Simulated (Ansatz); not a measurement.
`FC(Cl)(Br)Br`, relaxed with RKS PBE-D4/def2-SVP in Ansatz from a rough embedded geometry. The force threshold is 0.03 eV/Å; the program also tests the step.

Charge 0, multiplicity 1.

Start:

```xyz
5

F    -1.073    0.164    1.042
C    -0.048    0.035    0.057
Cl    0.854    1.562   -0.072
Br   -0.902   -0.366   -1.602
Br    1.169   -1.395    0.576
```

(1) How much energy does the relaxation release, and in how many steps? (Best estimate.)

(2) Which bonds change most? (Best estimate.)

(3) Give the relaxed structure. (An estimate is asked.)

## Answers

(1) Ansatz gave: 13.02 kJ/mol, in 4 steps.

(2) Ansatz gave: F1–C2 from 1.427 to 1.337 Å; C2–Br4 from 1.908 to 1.966 Å; C2–Br5 from 1.948 to 1.965 Å; C2–Cl3 from 1.778 to 1.777 Å.

(3) Computed: 
```xyz
5

F    -1.005    0.164    1.013
C    -0.058    0.047    0.076
Cl    0.835    1.578   -0.051
Br   -0.927   -0.380   -1.635
Br    1.154   -1.409    0.597
```
